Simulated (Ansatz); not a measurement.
`N#C[SiH3]` + `N=CBO` → `N=C([SiH3])BO` + `C#N`  (formal exchange of groups at the Si–C bond)

Calculated with Ansatz (gas phase, PBE0-D4/def2-TZVP geometries, no zero-point term in ΔE). CCSD(T)/CBS adds triple-zeta CCSD(T) − MP2 to the extrapolated MP2 energy (def2 sets, frozen cores). This one scheme is used for every species. DFT in def2-TZVPP. Each species was taken in one conformer, which may not be the lowest.

```
             level  ΔE (kcal/mol)
        r2SCAN0-D4           15.1
          BHLYP-D4           15.0
         CAM-B3LYP           16.1
           LC-ωPBE           15.6
       HF/def2-SVP           17.2
SCS-MP2/def2-TZVPP           15.5
     HF/def2-QZVPP           16.9
      HF/CBS(def2)           16.9
```

(1) What does CCSD(T)/CBS give? (Best estimate.)

Largest T1 diagnostic among the species: 0.014.

Answers

(1) Ansatz gave: +14.5 kcal/mol. The listed levels differ from it by 0.6, 0.5, 1.6, 1.1, 2.7, 1.0, 2.4, 2.4 kcal/mol.

Leaving LDA and LC-ωPBE aside and taking each functional with its dispersion term where it has one, the values, not all of them listed here, spread over 2.5 kcal/mol, from revPBE-D4 to B2PLYP. At CCSD(T), def2-SVP lies +0.8 kcal/mol from the extrapolated value and def2-TZVPP +0.1 kcal/mol. The D4 term adds −1.5 kcal/mol with B3LYP and −0.8 kcal/mol with PBE0; it sums over pairs of atoms, weighted by their polarisabilities, and B3LYP, whose exchange is more repulsive, gets the larger term.

B3LYP here is the variant with VWN-RPA as its local correlation; programs differ in this.
